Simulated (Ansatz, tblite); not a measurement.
Isomers of B₄N₃ (doublet), found by a short tight-binding search and relaxed with PBE-D4/def2-SVP in Ansatz.

The xTB rows come from tblite.

Run but left out: HF/def2-SVP, MP2/def2-SVP, CCSD/def2-SVP, CCSD(T)/def2-SVP (A: ⟨S²⟩ 1.44, where a pure state has 0.75); PBE-D4/def2-TZVP, r2SCAN-D4/def2-TZVP (C: an occupied level 0.00 to 0.01 eV above an empty one).

A: At r2SCAN0-D4/def2-TZVP the charge 0 doublet is spin-contaminated (final ⟨S²⟩ up to 0.93, 0.75 for a pure state).

Other spin states weren't relaxed.

A:

```xyz
7

B    -0.2438    0.2266    0.1433
B     1.5316   -1.4250   -0.8908
B    -2.1009    1.6357   -0.3168
B    -1.0257    1.2731    2.1331
N    -1.2042    1.1203    0.7011
N     2.4281   -2.2582   -1.4136
N     0.6148   -0.5725   -0.3563
```

B:

Cartesian coordinates in Å:
```
B 0.900 -0.411 0.691
B 0.728 1.171 -0.274
B -0.898 -0.806 -0.016
B -0.730 0.851 -0.847
N 0.002 -1.436 0.797
N -1.729 -0.065 -0.855
N 1.728 0.695 0.505
```

C:

```xyz
7

B     0.378   -1.258    0.008
B     1.137   -3.784    0.015
B    -1.135    3.785   -0.021
B    -0.379    1.258   -0.004
N    -0.760    2.529   -0.013
N    -0.001    0.000    0.003
N     0.760   -2.529    0.012
```

**Question.** Estimate which lies lowest at each level, and how far above it the others are (kJ/mol).

**Answer.** 
| level | A | B | C |
| --- | --- | --- | --- |
| GFN1-xTB | 328.2 | 20.8 | 0.0 |
| GFN2-xTB | 512.2 | 35.1 | 0.0 |
| PBE0-D4/def2-TZVP | 526.8 | 0.0 | 120.4 |
| r2SCAN0-D4/def2-TZVP | 517.8 | 0.0 | 114.7 |
| ωB97M-V/def2-TZVP | 476.5 | 0.0 | 133.2 |
Point groups (tolerance 0.1 Å): A C2v, B C2v, C D∞h. Lower isomers may exist.
